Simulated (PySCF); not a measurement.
SnCl3I, SMILES [Cl][Sn]([Cl])([Cl])[I].

The structure is a stationary point at PBE0-D3(BJ)/def2-SVP. The structure was generated by enumeration; whether it is a known compound was not checked. The def2 effective core potentials stand for the cores of I, Sn; spin–orbit coupling is left out.

These are PySCF with PBE0-D3(BJ)/def2-SVP values and carry that method's errors.

Frequencies are harmonic and unscaled.

Modes within 1.5 cm⁻¹ of each other (mostly degenerate sets) share a row, with their intensities summed.

```csv
mode,ν (cm⁻¹),IR (km/mol),moving atoms (share of kinetic energy)
1–2,76,1.1,"Cl 73 %, I 16 %, Sn 10 %"
3–5,114,22.0,"Cl 77 %, Sn 22 %"
6,218,23.0,"Sn 45 %, I 44 %, Cl 11 %"
7,373,38.4,"Cl 85 %, Sn 14 %"
8–9,401,112.0,"Cl 72 %, Sn 28 %"
```
